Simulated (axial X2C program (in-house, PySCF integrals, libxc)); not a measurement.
# Outer orbitals of GeB⁺ at 2.187 Å, PBE0

Computed with an in-house all-electron X2C program for linear molecules (integrals from PySCF). Spin-free means the one-electron spin-free X2C Hamiltonian; two-component (2c) means X2C with spin–orbit coupling and atomic mean-field two-electron Coulomb and Gaunt terms, so the difference of the two also holds small scalar two-electron terms. Basis: Ge dyall-cv3z [9s9p7d4f1g], B dyall-v3z [7s6p2d1f] (cores contracted in-house); Gaussian nuclei, density fitting, unrestricted open shells. Masses: Ge 73.921 u, B 11.009 u.

The distance is close to the 2c PBE0 minimum; the highest filled and lowest empty levels are listed.

Spin-free orbitals, state M_S = 1, Λ = 1 (beyond evenly filled blocks: σα, π+α) (Löwdin shares):

```tsv
symmetry	occupied	ε (eV)	atomic character
σα	yes	-22.04	57% Ge s, 24% B s, 11% B p
σβ	yes	-20.75	59% Ge s, 22% B s, 12% B p
σα	yes	-17.31	48% B s, 21% Ge s, 20% Ge p
σβ	yes	-15.65	40% B s, 29% Ge p, 22% Ge s
σα	yes	-13.20	54% B p, 32% Ge p, 8% B s
π+α	yes	-12.67	55% Ge p, 41% B p, 2% B d
π-α	no	-10.74	57% Ge p, 39% B p, 2% B d
π-β	no	-9.80	61% Ge p, 35% B p, 3% B d
π+β	no	-9.80	61% Ge p, 35% B p, 3% B d
σβ	no	-9.05	47% B p, 28% Ge p, 20% B s
```

Spinors with spin–orbit coupling (state Ω = 2):

```csv
ω,occupied,ε (eV),atomic character,λ mixture
1/2,yes,-22.04,"57% Ge s, 24% B s, 11% B p",100% σ
-1/2,yes,-20.77,"60% Ge s, 22% B s, 12% B p",100% σ
1/2,yes,-17.31,"48% B s, 21% Ge s, 21% Ge p",100% σ
-1/2,yes,-15.64,"40% B s, 29% Ge p, 22% Ge s",100% σ
1/2,yes,-13.20,"53% B p, 32% Ge p, 8% B s",100% σ
3/2,yes,-12.63,"54% Ge p, 42% B p, 2% B d",100% π
-1/2,no,-10.78,"58% Ge p, 38% B p, 2% B d",100% π
1/2,no,-9.85,"63% Ge p, 33% B p, 3% B d",100% π
-3/2,no,-9.76,"61% Ge p, 35% B p, 3% B d",100% π
-1/2,no,-9.03,"47% B p, 27% Ge p, 20% B s",100% σ
```

Task: How does the gap between the highest filled and lowest empty level change from the spin-free to the 2c table?

Result: From 1.93 to 1.85 eV at PBE0, a change of -0.08 eV.

Mulliken charges and populations of the two-component result (they depend on the basis, above all on diffuse functions):

Ge 0.74 e (s 7.94 p 13.27 d 10.05), B 0.26 e (s 3.67 p 1.04 d 0.02). ⟨Lz⟩ = 1.00 ħ and ⟨Sz⟩ = 1.00 ħ (0.45 and 0.55 on the two atoms), which add up to Ω.

The state is one determinant whose occupation by symmetry is held fixed; it was picked as the lowest of a PBE0 search that is not exhaustive. Density functionals use the spin component along the axis (collinear). PBE0 can misorder states that lie within some tenths of an eV, so this need not be the ground state of the molecule. The nearest other spin-free determinant of the search, M_S = 0, Λ = 1, lies 0.19 eV up at the distance of the search. The functionals have no current-density term, which raises determinants with orbital currents, atoms included. With several unpaired electrons one determinant need not be a pure state. A state of lower Ω lies just above, and one determinant can place such states too high, so the state shown need not be the lowest. The search has Ω = 1 only 0.11 eV up. Open-shell Ω = 0 determinants with evenly filled partner blocks cannot be reached by this program, so the Ω shown need not be the lowest component.
